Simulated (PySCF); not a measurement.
Delta-SCF ions had no search for a lower state. Excitations are Tamm–Dancoff values on a coarser integration grid. The basis has no diffuse functions, so Rydberg states are missing or too high.

Species: CH₆Si₂, SMILES `C=[SiH][SiH3]` (charge 0, multiplicity 1).

Question: Estimate the dipole moment, HOMO–LUMO gap, T1 excitation (TDA), vertical ionisation energy (Delta-SCF) and S1 oscillator strength that PySCF with PBE-D3(BJ)/def2-TZVP returns for this input.

Answer: 
- dipole moment = 0.58 D
- HOMO–LUMO gap = 3.28 eV
- T1 excitation (TDA) = 2.44 eV
- vertical ionisation energy (Delta-SCF) = 8.57 eV
- S1 oscillator strength = 0.003
